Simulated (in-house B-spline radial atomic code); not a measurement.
Computed with a B-spline radial atomic code. Model: two electrons, singlet ground state, non-relativistic, full CI in B-splines with partial waves to l = 8 (at full coupling up to 3e-4 hartree above the limit, correlation up to 0.6 % small), density held at that of full coupling by Lieb maximisation.

Along the adiabatic connection the electron repulsion is scaled by a coupling λ while a local potential keeps the density fixed. At λ = 0 the system is the Kohn-Sham one and W equals the exchange energy; the exchange-correlation energy is the area under W between 0 and 1. The kinetic energy rises with λ as the electrons avoid each other, with dT/dλ = −λ dW/dλ.

Command:
```bash
python run_ac.py task.json out
```
Settings (lengths in bohr, energies in hartree):
```
potential              dot
strength               0.0313
lmax                   8
second                 0.7
```

Cost of the run: 86 s on 1 thread of Intel(R) Xeon(R) Processor @ 2.30GHz (shared host).

**W = mean repulsion less Hartree energy, and W of three functionals.**

Given: confinement charge in harmonic well; well frequency 0.0313 hartree; nuclear charge 0.7; external potential omega^2 r^2/2 - Z/r.

Computed: PBE exchange minus exact -6.2782 millihartree; SCAN exchange minus exact -6.903 millihartree.

| coupling | W xc (hartree) | W xc minus exchange (millihartree) | kinetic minus Kohn-Sham (millihartree) | LDA (PW92) W minus its exchange (millihartree) | PBE W minus its exchange (millihartree) | SCAN W minus its exchange (millihartree) |
| --- | --- | --- | --- | --- | --- | --- |
| 0 | -0.25109 | 0 | 0 | 0 | 0 | 0 |
| 0.02 | -0.25352 | -2.432 | 0.02 | -8.51 | -1.44 | -1.74 |
| 0.05 | -0.257 | -5.908 | 0.15 | -16.31 | -3.64 | -4.18 |
| 0.12 | -0.26436 | -13.267 | 0.76 | -28.87 | -8.65 | -9.25 |
| 0.25 | -0.27561 | -24.524 | 2.82 | -44.38 | -17.01 | -17.12 |
| 0.4 | -0.28558 | -34.49 | 6.02 | -56.85 | -25.18 | -24.47 |
| 0.6 | -0.2954 | -44.314 | 10.88 | -68.99 | -34.14 | -32.33 |
| 0.8 | ? | ? | ? | ? | ? | ? |
| 1 | -0.30818 | -57.09 | 20.88 | -85.57 | -47.61 | -43.86 |
| 1.4 | ? | ? | ? | ? | ? | ? |
| 2 | -0.3239 | -72.808 | 43.31 | -108.72 | -68.05 | -60.59 |

(1) What belongs in the row 0.8?

(2) What belongs in the row 1.4?

(3) What is the LDA exchange minus exact?

**Energy parts, natural occupations and partial-wave weights.**

Computed: total energy -0.1748 hartree; correlation energy -0.036215 hartree; kinetic part of the DFT correlation energy 0.020875 hartree; kinetic part over minus potential part 0.36565; Hartree energy 0.50218 hartree; Kohn-Sham kinetic 0.22055 hartree; Lieb Oxford ratio E_xc over LDA exchange 1.2976.

```
natural  occupation of the shell (electrons)
      s                                1.823
      s                              0.13074
      p                                    ?
      d                           0.00075164
      p                           0.00041113
      s                           0.00021066
```

(4) What belongs in the row p?

```json
{"wave": "s", "weight": "0.97699"}
{"wave": "p", "weight": "?"}
{"wave": "d", "weight": "0.00040359"}
{"wave": "f", "weight": "4.3799e-05"}
{"wave": "g", "weight": "9.0326e-06"}
```

(5) What belongs in the row p?

(6) What is the exchange energy?

(7) What is the initial slope twice GL2?

Results:

(1) W xc (hartree): -0.30264; W xc minus exchange (millihartree): -51.545; kinetic minus Kohn-Sham (millihartree): 15.91; LDA (PW92) W minus its exchange (millihartree): -78.2; PBE W minus its exchange (millihartree): -41.47; SCAN W minus its exchange (millihartree): -38.64.

(2) W xc (hartree): -0.31617; W xc minus exchange (millihartree): -65.077; kinetic minus Kohn-Sham (millihartree): 30.35; LDA (PW92) W minus its exchange (millihartree): -96.85; PBE W minus its exchange (millihartree): -57.37; SCAN W minus its exchange (millihartree): -52.

(3) 29.671 millihartree.

(4) occupation of the shell (electrons): 0.044668.

(5) weight: 0.02255.

(6) -0.25109 hartree.

(7) -0.12391 hartree.

Half-way to full coupling W has made 69 % of its drop, against 50 % for a straight line, and second-order (GL2) theory, half the initial slope, overshoots the correlation energy by about 71 %: correlation is strong. Over couplings 0 to 1 the errors in E_xc come to about +7.6 millihartree for LDA, +2.0 millihartree for PBE, +2.7 millihartree for SCAN, so PBE is nearest. In LDA and PBE and SCAN the errors of exchange and correlation have opposite signs, so the sum is smaller than the larger of the two.
